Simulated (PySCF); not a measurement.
# Mo+ (molybdenum, charge +1) across methods

[Kr] 4d4 5p1, one real determinant (an excited configuration). All numbers are calculated (PySCF 2.14, scalar relativity through the core potential, in def2-TZVPPD with the def2 core potential (28 electrons)).

```tsv
method	E (hartree)	mean ε 4p β (eV)	mean ε 4d α (eV)	mean ε 5p α (eV)	Σ⟨r²⟩ (bohr²)	⟨S²⟩
B3LYP	-67.6445	-50.629	-16.007	-8.348	45.16	8.751
r2SCAN	-67.6596	-49.365	-15.191	-8.071	44.78	8.751
PBE0	-67.6215	-50.969	-16.448	-8.514	45.14	8.751
wB97M-V	-67.5423	-53.788	-18.752	-9.900	45.46	8.751
UHF	-67.13070	-56.540	-20.621	-9.586	46.53	8.753
PBE	-67.6352	-48.707	-14.865	-8.025	45.04	8.751
CAM-B3LYP	-67.5753	-52.475	-17.706	-9.262	45.23	8.751
LDA	-67.4452	-48.735	-14.920	-8.107	44.97	8.750
BP86	-67.6941	-48.907	-14.914	-8.131	44.80	8.750
```

⟨L²⟩ = 8.01 against 12 for a pure F term, so this real determinant mixes terms. Energies and moments cover only the electrons outside the core potential.
